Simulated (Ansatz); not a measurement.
Consider the redistribution: `CC[Si](O)(O)OC` + `[SiH3]O[SiH2][SiH3]` → `CO[Si](O)(O)O[SiH3]` + `CC[SiH2][SiH3]`.

Computed with Ansatz on PBE0-D4/def2-TZVP structures; ΔE is electronic, products minus reactants. CCSD(T)/CBS is the MP2 limit (def2-TZVPP, def2-QZVPP) plus CCSD(T) − MP2 in def2-TZVPP, frozen cores. One conformer a species, not always the lowest.

```csv
level,ΔE (eV)
SCS-MP2/def2-QZVPP,-0.32
HF/CBS(def2),-0.37
```

Question: What does CCSD(T)/CBS give? (An estimate is asked.)

Answer: The calculation gave: -0.33 eV. The listed levels differ from it by 0.01, -0.04 eV.

Largest T1 diagnostic among the species: 0.012.
